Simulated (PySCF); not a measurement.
C₈H₇ClO₂.
SMILES with atom numbers: `[O:1]=[C:2]([Cl:3])[c:4]1[cH:5][cH:6][c:7]([CH:8]2[CH2:9][CH2:10]2)[o:11]1`

Cartesian coordinates in Å at the GFN2-xTB level; atoms count from 1:
```xyz
18
C8H7ClO2 angstrom
O      4.200    0.303   -0.242
C      3.054    0.626   -0.311
Cl     2.609    2.201   -1.005
C      1.903   -0.118    0.110
C      1.841   -1.373    0.689
C      0.484   -1.638    0.904
C     -0.203   -0.533    0.444
C     -1.637   -0.259    0.408
C     -2.122    1.161    0.590
C     -2.206    0.525   -0.753
O      0.650    0.378   -0.031
H      2.680   -1.997    0.918
H      0.058   -2.520    1.335
H     -2.236   -1.057    0.823
H     -1.372    1.921    0.744
H     -3.029    1.309    1.155
H     -3.171    0.226   -1.132
H     -1.512    0.851   -1.511
```

Definitions: NICS(0) = −σiso at the ring centroid; NICS(1) = −σiso and NICS(1)zz = −σzz at ±1 Å along the ring normal z. Level: GIAO PBE0/pcSseg-1 (PySCF, non-relativistic, gas phase) on the GFN2-xTB geometry, one conformer.

Ring bond lengths (Å), with Mayer bond orders in brackets: C4–C5 1.384 (1.43), C5–C6 1.399 (1.33), C6–C7 1.380 (1.44), C7–O11 1.335 (1.12), O11–C4 1.355 (1.01); C8–C9 1.511 (0.93), C9–C10 1.488 (0.97), C10–C8 1.511 (0.93).

**Question.** Give the NICS values of each ring in ppm.

**Answer.** 
| ring | type | NICS(0) | NICS(1), two faces | NICS(1)zz, two faces | rms pucker (Å) | centre to ring atoms, mean (Å) |
| --- | --- | --- | --- | --- | --- | --- |
| C4–C5–C6–C7–O11 | 5-membered ring with O; formal bonds all aromatic | -10.2 | -9.7 / -9.6 | -21.9 / -21.9 | 0.00 | 1.17 |
| C8–C9–C10 | 3-membered carbocycle; formal bonds all single | -42.8 | -7.0 / -8.0 | -24.4 / -23.9 | 0.00 | 0.87 |

**Question.** What can be read from them?

**Answer.** 
- C4–C5–C6–C7–O11: mean NICS(1)zz -21.9 ppm, shielded. For a flat ring without four-coordinate atoms the NICS criterion counts such a value as aromatic.
- C8–C9–C10: mean NICS(1)zz -24.2 ppm, shielded. C8, C9, C10 have four or more neighbours, and the NICS criterion for π rings isn't applied. NICS(0) lies 35 ppm below the mean NICS(1).

**Question.** How equal are the bonds by HOMA? Use HOMA with the parameters of Krygowski (1993).

**Answer.** 
- C4–C5–C6–C7–O11: HOMA 0.58; the largest term is that of O11–C4, α(R − Ropt)² = 1.27.

**Question.** At the first NICS(1) probe listed for ring C4–C5–C6–C7–O11, 1 Å off the ring, how large is the induced field along the normal in 9.4 T applied along it?

**Answer.** NICSzz × B0 = -21.9 ppm × 9.4 T = -206 μT, against the applied field.
